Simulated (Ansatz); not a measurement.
Reaction (formal exchange of groups at a Ga–O bond): `[F][Ga]([Cl])[O][SiH3]` + `COC(C)(C)C` → `CC(C)(C)[O][Ga]([F])[Cl]` + `CO[SiH3]`

Calculated with Ansatz (gas phase, PBE0-D4/def2-TZVP geometries, no zero-point term in ΔE). CCSD(T)/CBS is the MP2 limit (def2-TZVPP, def2-QZVPP) plus CCSD(T) − MP2 in def2-TZVPP, frozen cores. Functionals use def2-TZVPP. For Ga outer-core shells are correlated without core-valence functions, which leaves a few kJ/mol of doubt a bond. Scalar relativity is left out up to krypton. One conformer a species, not always the lowest.

`[F][Ga]([Cl])[O][SiH3]`:

```xyz
8

F     1.902   -1.289    1.193
Ga    1.555    0.332    0.670
Cl    2.971    1.846    1.009
O     0.027    0.645   -0.122
Si   -1.307   -0.200   -0.580
H    -1.919   -0.887    0.588
H    -0.952   -1.215   -1.606
H    -2.276    0.767   -1.153
```

`COC(C)(C)C`:

Z-matrix (Å, degrees):
```
C
O 1 1.400
H 1 1.097 2 112.7
H 1 1.097 2 112.7 3 -123.2
H 1 1.091 2 106.5 3 118.4
C 2 1.428 1 117.3 3 61.1
C 6 1.519 2 103.7 1 179.6
C 6 1.524 2 111.0 1 -62.2
C 6 1.524 2 111.1 1 61.4
H 7 1.092 6 110.1 2 59.6
H 7 1.092 6 110.8 2 179.9
H 7 1.092 6 110.1 2 -59.7
H 8 1.092 6 110.2 2 -52.6
H 8 1.092 6 110.1 2 -172.2
H 8 1.092 6 112.0 2 68.4
H 9 1.092 6 110.1 2 172.1
H 9 1.092 6 112.0 2 -68.5
H 9 1.092 6 110.3 2 52.6
```

`CC(C)(C)[O][Ga]([F])[Cl]`:

Z-matrix (Å, degrees):
```
C
C 1 1.521
H 1 1.092 2 110.9
H 1 1.094 2 110.8 3 -119.4
H 1 1.092 2 110.2 3 119.9
C 2 1.521 1 110.8 3 62.7
C 2 1.520 1 110.7 3 -60.6
O 2 1.434 1 109.6 3 -176.2
H 6 1.092 2 110.9 1 -62.6
H 6 1.092 2 110.2 1 177.5
H 6 1.094 2 110.8 1 56.8
H 7 1.092 2 110.2 1 -58.6
H 7 1.092 2 110.7 1 61.7
H 7 1.092 2 110.2 1 -178.1
Ga 8 1.756 2 124.0 1 -61.0
F 15 1.747 8 122.1 2 -0.1
Cl 15 2.107 8 120.9 2 179.9
```

`CO[SiH3]`:

```xyz
9

C    -0.147    1.161    0.695
O     0.654    0.028    0.456
Si    0.231   -1.136   -0.622
H    -0.282    1.758   -0.214
H     0.350    1.780    1.444
H    -1.136    0.881    1.078
H     1.314   -2.145   -0.597
H     0.086   -0.565   -1.991
H    -1.069   -1.762   -0.248
```

| level | ΔE (kcal/mol) | difference from CCSD(T)/CBS |
| --- | --- | --- |
| r2SCAN0-D4 | 3.3 | 0.3 |
| BHLYP-D4 | 3.3 | 0.3 |
| B2PLYP | 3.0 | 0.0 |
| PBE-QIDH | 3.6 | 0.6 |
| revPBE | 2.1 | -0.9 |
| BLYP | 2.0 | -1.0 |
| r2SCAN | 2.5 | -0.5 |
| r2SCAN0 | 3.4 | 0.4 |
| LC-ωPBE | 3.4 | 0.4 |
| CCSD/def2-SVP | 3.2 | 0.2 |
| CCSD(T)/def2-SVP | 2.8 | -0.2 |
| SCS-MP2/def2-TZVPP | 3.5 | 0.5 |
| HF/def2-QZVPP | 5.5 | 2.5 |
| SCS-MP2/def2-QZVPP | 3.5 | 0.5 |
| HF/CBS(def2) | 5.5 | 2.5 |
| CCSD/CBS(def2) | 3.4 | 0.4 |
| CCSD(T)/CBS | 3.0 | 0 |

Largest T1 diagnostic among the species: 0.013.

From PBE to PBE0 (25 % exact exchange), in def2-TZVPP and without D4, ΔE moves by +1.2 kcal/mol. The D4 term adds −0.8 kcal/mol with B3LYP and −0.4 kcal/mol with PBE0; it sums over pairs of atoms, weighted by their polarisabilities, and B3LYP, whose exchange is more repulsive, gets the larger term.

B3LYP here is the variant with VWN-RPA as its local correlation; programs differ in this.

CCSD(T)/CBS has its own doubt, a few kJ/mol and more with outer-core shells, so smaller differences from it don't rank the levels.
